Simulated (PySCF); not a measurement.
**How methods differ on the ionisation energy of N²⁺**

N²⁺ [He] 2s2 2p1 (2P) → N³⁺ [He] 2s2 (1S), as a difference of total energies. Calculation: PySCF 2.14, in x2c-QZVPPall with one added diffuse shell each of s, p, d, f type (8s5p4d3f1g, 73 functions); the spin-free X2C one-electron Hamiltonian (Gaussian nucleus). Correlated levels: valence: 1s2 frozen. The calculations carry no spin-orbit coupling.

| method | ionisation energy (eV) |
| --- | --- |
| UHF | 47.298 |
| MP2 (valence) | 47.527 |
| SCS-MP2 (valence) | 47.480 |
| CCSD (valence) | 47.274 |
| CCSD(T) (valence) | 47.306 |

A first-order spin-orbit estimate (lowest level to lowest level, LS coupling) adds 0.015 eV.

Errors of the correlated levels include the incompleteness of this basis and the frozen core.

The coupled-cluster amplitudes are large for N³⁺ (T1 above 0.03 or a double amplitude above 0.15), so a single reference is strained.

For comparison: 47.445 eV (semi-empirical (NIST evaluation); NIST Atomic Spectra Database, ionization energies).
